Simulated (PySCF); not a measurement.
# HgP: frontier orbitals

UHF at R = 3.008 Å; Hg def2-SVPD with ECP60, P def2-SVPD; scalar-relativistic core potentials (PySCF 2.14). State: ⁴Σ⁻ (quartet), unpaired electrons σ ↑, π ↑↑. Only the outer orbitals are listed, counted within each symmetry, core potentials removing the inner ones.

```json
{"spin": "α", "orbital": "8σ", "occ.": "1", "ε (eV)": "-11.29", "on Hg (%)": "29", "main shells (%)": "71 P p, 27 Hg s"}
{"spin": "α", "orbital": "4π", "occ.": "1", "ε (eV)": "-10.63", "on Hg (%)": "1", "main shells (%)": "99 P p"}
{"spin": "α", "orbital": "4π", "occ.": "1", "ε (eV)": "-10.63", "on Hg (%)": "1", "main shells (%)": "99 P p"}
{"spin": "α", "orbital": "9σ", "occ.": "1", "ε (eV)": "-8.15", "on Hg (%)": "75", "main shells (%)": "68 Hg s, 23 P p"}
{"spin": "α", "orbital": "5π", "occ.": "0", "ε (eV)": "2.14", "on Hg (%)": "97", "main shells (%)": "97 Hg p"}
{"spin": "α", "orbital": "5π", "occ.": "0", "ε (eV)": "2.14", "on Hg (%)": "97", "main shells (%)": "97 Hg p"}
{"spin": "α", "orbital": "10σ", "occ.": "0", "ε (eV)": "3.02", "on Hg (%)": "51", "main shells (%)": "51 Hg p, 48 P s"}
{"spin": "β", "orbital": "7σ", "occ.": "1", "ε (eV)": "-15.16", "on Hg (%)": "17", "main shells (%)": "83 P s, 14 Hg d"}
{"spin": "β", "orbital": "8σ", "occ.": "1", "ε (eV)": "-8.86", "on Hg (%)": "91", "main shells (%)": "90 Hg s"}
{"spin": "β", "orbital": "9σ", "occ.": "0", "ε (eV)": "0.79", "on Hg (%)": "50", "main shells (%)": "47 P p, 45 Hg p"}
{"spin": "β", "orbital": "4π", "occ.": "0", "ε (eV)": "1.27", "on Hg (%)": "42", "main shells (%)": "58 P p, 42 Hg p"}
{"spin": "β", "orbital": "4π", "occ.": "0", "ε (eV)": "1.27", "on Hg (%)": "42", "main shells (%)": "58 P p, 42 Hg p"}
```

Q: Which are the highest filled and the lowest empty level, where do they sit, and how wide is the gap?

A: Highest filled α 9σ at -8.15 eV (in %: 68 Hg s, 23 P p); lowest empty β 9σ at 0.79 eV (in %: 47 P p, 45 Hg p); the gap at UHF is 8.94 eV. An empty level above zero is unbound, and its energy depends on the basis.

The bond order (Mayer) is 0.24 and the ⟨S²⟩ is 3.780. The charge on Hg (Mulliken, basis-dependent) is 0.02. The charge on Hg (Löwdin, basis-dependent) is 0.03 and the dipole moment (positive dipole means Hg(−)P(+)) is 0.10 D. The polarisability along the bond is 100.4 bohr³ and the polarisability across the bond is 56.9 bohr³.

Spin–orbit coupling is left out. The state was picked by a PBE0 search and need not be the measured ground state.
